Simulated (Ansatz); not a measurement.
`[NH2][V](=[O])([Cl])[Cl]` + H₂O → `[NH2][V](=[O])([OH])[Cl]` + HCl at 298.15 K and 1 bar (formal hydrolysis of a V–Cl bond).

Program: Ansatz. Geometries: PBE0-D4/def2-TZVP. ΔE: electronic, gas phase. CCSD(T)/CBS adds triple-zeta CCSD(T) − MP2 to the extrapolated MP2 energy (def2 sets, frozen cores). This one scheme is used for every species. For V outer-core shells are correlated without core-valence functions, which leaves a few kJ/mol of doubt a bond. Scalar relativity is left out up to krypton. Each species was taken in one conformer, which may not be the lowest.

```csv
species,CCSD(T)/CBS energy (Eh),H − E (kJ/mol),S (J/(mol·K))
`[NH2][V](=[O])([Cl])[Cl]`,-1994.25563,105.8,350.5
H₂O,-76.37941,66.4,188.7
`[NH2][V](=[O])([OH])[Cl]`,-1610.23816,137.3,347.1
HCl,-460.38127,26.6,186.8
```

H − E and S are ideal-gas, rigid-rotor, harmonic terms from PBE0-D4/def2-TZVP, for one conformer and one mirror image of each species. 1 Eh = 2625.50 kJ/mol, R = 8.31446 J/(mol·K).

Problem. By hand: ΔE, ΔH, ΔS and ΔG.

Solution. ΔE = (-1610.23816) + (-460.38127) − (-1994.25563) − (-76.37941) = 0.01561 Eh = 41.0 kJ/mol. Δ(H − E) = 137.3 + 26.6 − 105.8 − 66.4 = -8.3, so ΔH = 32.7 kJ/mol. ΔS = 347.1 + 186.8 − 350.5 − 188.7 = -5.3 J/(mol·K). ΔG = 32.7 − 298.15 × (-5.3)/1000 = 34.3 kJ/mol.

Problem. By hand: the equilibrium constant, and the temperature at which ΔG would vanish if ΔH and ΔS stayed fixed.

Solution. log₁₀ K = −ΔG/(RT ln 10) = -6.0. ΔH and −TΔS have one sign here, so there is no such temperature.

The number of gas molecules stays the same, so ΔS is small and ΔH decides. A doubt of 5 kJ/mol in ΔE shifts log₁₀ K by 0.9 here. Other conformers and mirror images would add mixing entropy, several J/(mol·K) or more a flexible species. These are equilibria of isolated gas molecules and say nothing of rates. Largest T1 diagnostic: 0.033 (customary marks: 0.02 for closed shells, 0.045 for open ones).

ΔS is within the doubt of such terms, so its sign, and with it that verdict, could turn.
